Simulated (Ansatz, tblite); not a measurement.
Spin states of B₂P₂⁺, each relaxed with PBE-D4/def2-TZVP in Ansatz. Electronic energies in the gas phase.

The xTB rows come from tblite. LC-ωPBE has ω = 0.4 bohr⁻¹. Correlated methods freeze 12 core orbitals. In CCSD on the charge 1 doublet the largest single amplitude is 0.25, so its Hartree–Fock determinant may place the open shell otherwise than the density functionals do. HOMO above LUMO, or a gap near zero within one spin, warns that the state may not be the lowest or that an electron is smeared out. The structure comes from a short search, and lower isomers may exist.

Doublet geometry (D2h within 0.1 Å):

```xyz
4

B    -0.4458   -0.1453    0.7209
B     0.4471    0.1440   -0.7203
P     0.9296    1.0887    0.7945
P    -0.9310   -1.0875   -0.7951
```

Quartet geometry (D2h within 0.1 Å):

```tsv
atom	x (Å)	y (Å)	z (Å)
B1	-0.604	-0.639	-0.425
B2	0.604	0.639	0.425
P3	-0.323	-0.622	1.395
P4	0.324	0.621	-1.395
```

⟨S²⟩: doublet 0.78 at PBE0-D4/def2-TZVP (pure 0.75), quartet 3.79 at PBE0-D4/def2-TZVP (pure 3.75).

Run but left out: HF/def2-TZVP, HF/def2-TZVPP, MP2/def2-TZVP, MP2/def2-TZVPP (doublet: ⟨S²⟩ 1.25, where a pure state has 0.75).

Only these spin states were relaxed.

(1) Estimate which spin state lies lowest at each of these levels, and by how much: GFN2-xTB; LDA (SPW92)/def2-TZVP; PBE-D4/def2-TZVP; BLYP-D4/def2-TZVP; r2SCAN-D4/def2-TZVP; BHLYP-D4/def2-TZVP; LC-ωPBE/def2-TZVP; CCSD/def2-TZVPP.

Results:

(1) 
```csv
level,quartet − doublet (kcal/mol),lowest of these,remarks
GFN2-xTB,36.2,doublet,–
LDA (SPW92)/def2-TZVP,30.0,doublet,gap within one spin near zero (doublet)
PBE-D4/def2-TZVP,26.6,doublet,gap within one spin near zero (doublet)
BLYP-D4/def2-TZVP,28.9,doublet,gap within one spin near zero (doublet)
r2SCAN-D4/def2-TZVP,22.9,doublet,–
BHLYP-D4/def2-TZVP,31.9,doublet,–
LC-ωPBE/def2-TZVP,31.0,doublet,–
CCSD/def2-TZVPP,48.8,doublet,"large T1 (0.065) (doublet), spin-contaminated (⟨S²⟩ 1.25) (doublet)"
```

Change of the quartet − doublet gap on mixing in exact exchange, in kcal/mol: BLYP to BHLYP (50 % exact exchange) 3.0. The xTB methods have no spin-polarisation term.
